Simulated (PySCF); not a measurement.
PySCF 2.14 output of an unrestricted wB97X calculation on a single atom or ion in ANO-RCC-VTZP (6s5p3d2f1g, 59 functions), with the spin-free X2C one-electron Hamiltonian (Gaussian nucleus):

```
SCF conv_tol = 1e-09
number electrons alpha = 14  beta = 10
    J.-D. Chai and M. Head-Gordon.,  J. Chem. Phys. 128, 084106 (2008)
cycle= 1 E= -1391.09893689586  delta_E= -0.00405  |g|= 0.0219  |ddm|= 0.0353
cycle= 2 E= -1391.09898957509  delta_E= -5.27e-05  |g|= 0.0114  |ddm|= 0.00779
cycle= 3 E= -1391.09901101042  delta_E= -2.14e-05  |g|= 0.0026  |ddm|= 0.00384
cycle= 4 E= -1391.09901229682  delta_E= -1.29e-06  |g|= 0.000197  |ddm|= 0.000834
cycle= 5 E= -1391.09901232046  delta_E= -2.36e-08  |g|= 2.39e-05  |ddm|= 0.000169
cycle= 6 E= -1391.09901232085  delta_E= -3.87e-10  |g|= 2.27e-06  |ddm|= 2.52e-05
converged SCF energy = -1391.09901232085  <S^2> = 6.0014907  2S+1 = 5.0005962
```

The run itself started from symmetry-adapted Hartree-Fock orbitals and held the occupation by maximum overlap, on a logarithmic radial grid, so the iterations belong to that start.

Q: Which element, charge and spin multiplicity is this?

A: Co³⁺ (cobalt, charge +3), multiplicity 5; the state was [Ar] 3d6, high-spin 5D determinant.
